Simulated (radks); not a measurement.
Problem. Nb23+, configuration [Ar]. Method: Dirac Kohn-Sham, BLYP, spin-unpolarised, spherical densities, finite nucleus; Fermi nuclear charge, rms radius 4.324 fm; computed with a radial shooting solver on a logarithmic mesh with Libxc functionals. Some entries of the table are withheld. Estimate them.

orbital,occ.,eigenvalue (hartree),r(max) (bohr)
1s1/2,2,-726.9676,0.02349
2s1/2,2,-132.2544,0.1329
2p1/2,2,-124.5431,(1)
2p3/2,4,-120.9799,(2)
3s1/2,2,(3),(4)
3p1/2,2,-43.01716,(5)
3p3/2,4,-42.24171,(6)

Solution. 
(1) 2p1/2 r(max) (bohr): 0.1036
(2) 2p3/2 r(max) (bohr): 0.1073
(3) 3s1/2 eigenvalue (hartree): -45.76660
(4) 3s1/2 r(max) (bohr): 0.3713
(5) 3p1/2 r(max) (bohr): 0.3546
(6) 3p3/2 r(max) (bohr): 0.3618
